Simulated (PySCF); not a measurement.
# Basis and Hamiltonian dependence of the ionisation energy of Fe²⁺

Fe²⁺ [Ar] 3d6 (5D) → Fe³⁺ [Ar] 3d5 (6S). All values are computed (PySCF 2.14, energy differences of UHF-based or UKS calculations, no spin-orbit coupling). Values in eV.

| basis | Hamiltonian | functions | UHF | LDA | PBE0 | MP2 (valence) | CCSD(T) (valence) | CCSD(T) (valence and next inner shell) |
| --- | --- | --- | --- | --- | --- | --- | --- | --- |
| def2-SVP | non-relativistic | 31 | 28.793 | 32.140 | n/a | 29.843 | n/a | n/a |
| aug-cc-pVDZ | non-relativistic | 59 | 28.688 | 31.872 | 31.283 | 30.066 | 30.079 | n/a |
| aug-cc-pVDZ-DK | spin-free X2C | 59 | 28.466 | 31.670 | 31.072 | 29.855 | 29.868 | n/a |
| ANO-RCC-VTZP | spin-free X2C | 59 | 28.581 | 31.668 | 31.105 | 30.150 | 30.141 | 30.321 |
| def2-TZVPPD | non-relativistic | 67 | 28.527 | 31.830 | 31.176 | 30.076 | 30.081 | 30.377 |
| cc-pVTZ-DK | spin-free X2C | 68 | 28.312 | 31.679 | n/a | 29.891 | n/a | n/a |
| aug-cc-pVTZ | non-relativistic | 93 | 28.534 | 31.879 | 31.196 | 30.134 | 30.135 | n/a |
| aug-cc-pVTZ-DK | spin-free X2C | 93 | 28.314 | 31.679 | 30.987 | 29.922 | 29.923 | n/a |
| dyall-av2z | non-relativistic | 101 | 28.483 | 31.835 | 31.160 | 29.878 | 29.886 | n/a |
| x2c-QZVPPall | spin-free X2C | 103 | 28.324 | 31.685 | 31.001 | 29.962 | n/a | n/a |
| aug-cc-pVTZ with one added diffuse shell each of s, p, d, f, g type | non-relativistic | 118 | 28.534 | 31.879 | 31.196 | 30.136 | n/a | n/a |
| aug-cc-pwCVTZ-DK | spin-free X2C | 127 | 28.322 | 31.680 | 30.998 | 30.036 | n/a | n/a |
| aug-cc-pVQZ-DK | spin-free X2C | 140 | 28.328 | 31.695 | 31.004 | 30.055 | n/a | n/a |
| aug-cc-pwCVTZ-DK with one added diffuse shell each of s, p, d, f, g type | spin-free X2C | 152 | 28.322 | n/a | n/a | n/a | n/a | n/a |

Extrapolation of MP2 (valence) from aug-cc-pVTZ-DK and aug-cc-pVQZ-DK: the correlation parts are 1.608 and 1.727 eV; with the X⁻³ form and unrounded values, (4³ × 1.727 − 3³ × 1.608)/(4³ − 3³) = 1.813 eV, and adding the Hartree-Fock value 28.328 eV of the larger basis gives 30.142 eV.

Frozen in the all-electron rows: valence: [Ar]; valence and next inner shell: [Ne].

Non-relativistic rows lack the scalar-relativistic shift.

Between the lowest levels the reference is 30.651 ± 0.012 eV (measured; NIST Atomic Spectra Database, ionization energies); it includes spin-orbit coupling, which these numbers lack.
